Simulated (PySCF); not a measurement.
Cd(Me) (CH3Cd), SMILES [CH3][Cd+], charge +1. Atoms are numbered in the order given.

```xyz
5

Cd     0.0000     0.0000    -0.3602
C      0.0000     0.0000     1.8410
H      0.9161     0.5289     2.0806
H      0.0000    -1.0578     2.0806
H     -0.9161     0.5289     2.0806
```
Charge +1, spin multiplicity 1.

Geometry: B3LYP-D3(BJ)/def2-TZVP. The multiplicity is an assumed one; other spin states were not compared. The isomer is the one that the SMILES or the coordinates give; other isomers of the formula were not compared. The def2 effective core potentials stand for the cores of Cd; spin–orbit coupling is left out.

Level of theory: B3LYP-D3(BJ)/def2-TZVP (PySCF 2.14.0).

Frequencies are harmonic and unscaled.

Modes within 1.5 cm⁻¹ of each other (mostly degenerate sets) share a row, with their intensities summed.

**Question.** Estimate the vibrational spectrum. (An estimate is asked for; the answer gives what the named calculation found.)

**Answer.** 
```json
[
 {"mode": "1", "ν (cm⁻¹)": "385", "IR (km/mol)": "25.2", "moving atoms (share of kinetic energy)": "C 76 %, H 12 %, Cd 12 %"},
 {"mode": "2–3", "ν (cm⁻¹)": "773", "IR (km/mol)": "55.1", "moving atoms (share of kinetic energy)": "H 92 %"},
 {"mode": "4", "ν (cm⁻¹)": "1143", "IR (km/mol)": "106.5", "moving atoms (share of kinetic energy)": "H 87 %, C 13 %"},
 {"mode": "5–6", "ν (cm⁻¹)": "1423", "IR (km/mol)": "8.3", "moving atoms (share of kinetic energy)": "H 93 %"},
 {"mode": "7", "ν (cm⁻¹)": "3079", "IR (km/mol)": "14.4", "moving atoms (share of kinetic energy)": "H 99 %"},
 {"mode": "8–9", "ν (cm⁻¹)": "3227", "IR (km/mol)": "39.7", "moving atoms (share of kinetic energy)": "H 90 %, C 10 %"}
]
```
